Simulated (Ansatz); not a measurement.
Gas-phase reaction R1 → P1 + P2, each structure at its B3LYP-D3(BJ)/def2-TZVP stationary point, reached from a drawn start (curvature not checked).
R1, F2OTi (SMILES [O]=[Ti]([F])[F]) (charge 0, multiplicity 1):
```xyz
4

Ti    -0.005     0.000    -0.050
O      1.599    -0.009     0.009
F     -0.788     1.619     0.014
F     -0.806    -1.610     0.027
```
P1, FOTi (SMILES [O]=[Ti][F]) (charge 0, multiplicity 2):
| atom | x (Å) | y (Å) | z (Å) |
|---|---|---|---|
| Ti | 0.0674 | 0.0046 | -0.5482 |
| O | 1.4896 | -0.0060 | 0.2381 |
| F | -1.5570 | 0.0014 | 0.3101 |
P2: F atom, charge 0, multiplicity 2.

P less R. No zero-point or thermal terms; singlets are restricted closed shells; open shells are unrestricted; no spin–orbit coupling. The spin states of the d-block species are the ones drawn and need not be the lowest.

Frozen-core correlation throughout.

Codes used: Ansatz (a quantum-chemistry and plane-wave program) with Gaussian orbitals. No computed number here is a measurement.

```json
[
 {"level": "HF/def2-SVP", "reaction energy (kJ/mol)": "356.4"},
 {"level": "SVWN5/def2-TZVPP", "reaction energy (kJ/mol)": "722.3"},
 {"level": "revPBE/def2-TZVPP", "reaction energy (kJ/mol)": "613.8"},
 {"level": "B3LYP/def2-TZVPP", "reaction energy (kJ/mol)": "598.3"},
 {"level": "CAM-B3LYP/def2-TZVPP", "reaction energy (kJ/mol)": "600.7"},
 {"level": "MP2/def2-TZVPP", "reaction energy (kJ/mol)": "671.2"},
 {"level": "SCS-MP2/def2-TZVPP", "reaction energy (kJ/mol)": "[?]"},
 {"level": "CCSD/def2-TZVPP", "reaction energy (kJ/mol)": "[?]"},
 {"level": "CCSD(T)/def2-TZVPP", "reaction energy (kJ/mol)": "[?]"}
]
```

### Question
What belongs in the gaps?

### Answer

- SCS-MP2/def2-TZVPP, reaction energy (kJ/mol): 647.9
- CCSD/def2-TZVPP, reaction energy (kJ/mol): 578.3
- CCSD(T)/def2-TZVPP, reaction energy (kJ/mol): 611.4
